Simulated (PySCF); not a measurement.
## `C=C[C@@H]1CCC[P@H]1=O`, C6H11OP

Cartesian coordinates in Å; atom numbers follow the order of the lines, from 1:
```xyz
19

C    -2.694    0.783   -0.505
C    -1.976   -0.319   -0.399
C    -0.508   -0.378   -0.665
C     0.278   -1.231    0.331
C     1.758   -0.949    0.076
C     1.946    0.571    0.049
P     0.354    1.248   -0.591
O     0.420    2.063   -1.805
H    -2.240    1.717   -0.802
H    -3.754    0.796   -0.319
H    -2.435   -1.259   -0.116
H    -0.338   -0.760   -1.683
H     0.051   -2.293    0.219
H     0.015   -0.929    1.348
H     2.036   -1.370   -0.892
H     2.386   -1.414    0.838
H     2.761    0.878   -0.606
H     2.141    0.961    1.049
H    -0.209    1.895    0.510
```

Theory: PySCF, TDDFT wB97X-D/def2-SVPD circular dichroism and optical rotation, one conformer, gas phase. Geometry: GFN2-xTB.

The molecule is flexible and this is one conformer; a measurement averages over conformers.

(1) Draw the ECD and absorption spectra from the lowest 16 states, each a Gaussian of half-width 0.3 eV at 1/e height.

Results:

(1) 
```csv
E (eV),λ (nm),Δε (L mol⁻¹ cm⁻¹),ε (L mol⁻¹ cm⁻¹)
6.45,192,-0.76,63.1
6.60,188,-2.84,286
6.75,184,-5.73,850
6.90,180,-4.53,1830
7.05,176,+3.48,3520
7.20,172,+10.08,6740
7.35,169,+7.60,11200
7.50,165,+1.77,14300
7.65,162,-2.46,14400
7.80,159,-9.61,12800
7.95,156,-15.44,10600
8.10,153,-3.52,8440
8.25,150,+25.08,7080
8.40,148,+42.03,6900
```
Δε uses R in velocity form, ε uses f in length form. Only the states computed contribute, so the short-wavelength end is incomplete.
